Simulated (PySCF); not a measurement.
Ge(F)2(Me)2, SMILES [F][Ge]([CH3])([CH3])[F] (B3LYP/def2-SVP optimised geometry):

```
11

C     -1.116     1.059     0.000
Ge    -0.127    -0.611     0.000
C      1.814    -0.611     0.000
F     -0.659    -1.549     1.374
F     -0.664    -1.553    -1.370
H     -0.863     1.649    -0.893
H     -2.194     0.842    -0.004
H     -0.869     1.645     0.898
H      2.176    -1.649     0.004
H      2.194    -0.100    -0.897
H      2.192    -0.094     0.894
```

Level of theory: B3LYP/def2-TZVP in PySCF.

### Question
What are the frontier orbital energies and the dipole moment?

### Answer
HOMO-2 -10.51 eV, HOMO-1 -10.17 eV, HOMO -8.75 eV, LUMO 0.15 eV, LUMO+1 1.01 eV; dipole moment 3.47 D.

On the same geometry PySCF with PBE/def2-TZVP gives HOMO-2 -8.76 eV, HOMO-1 -8.73 eV, HOMO -7.56 eV, LUMO -0.36 eV, LUMO+1 0.33 eV; dipole moment 3.32 D.

Meta-Löwdin charges at B3LYP/def2-TZVP: C1 -0.57, Ge2 1.34, C3 -0.57, F4 -0.52, F5 -0.52, H6 0.14, H7 0.14, H8 0.14, H9 0.14, H10 0.14, H11 0.14.
